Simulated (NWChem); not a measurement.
**Correlation energy of CClF**

```xyz
3

F      0.2527    -1.4738     0.0000
C     -0.6854    -0.5857     0.0000
Cl     0.1081     0.9870     0.0000
```
Charge 0, spin multiplicity 1.

All runs are NWChem calculations. The geometry was optimised at B3LYP/def2-SVP, a minimum by its harmonic frequencies.

Basis set: 3-21G. Each correlation energy counts from its own Hartree-Fock reference.

```
method        correlation energy (mHa)  difference from CCSD(T)
------------  ------------------------  -----------------------
MP2                             -243.1                    +22.5
SCS-MP2                         -237.9                    +27.7
CR-CCSD[T]                      -265.8                     -0.2
CR-CCSD(T)                      -264.2                     +1.4
CCSD                            -257.3                     +8.3
CCSD+T(CCSD)                    -267.4                     -1.8
CCSD(T)                         -265.6                      0.0
CCSDT                           -266.4                     -0.8
```

The values span 29.5 mHa, from CCSD+T(CCSD) (lowest) to SCS-MP2 (highest). 

The correlated methods keep 7 core orbitals frozen. The structure started from a generated list of species. Coupled-cluster values serve here as a point of comparison, not as the truth.
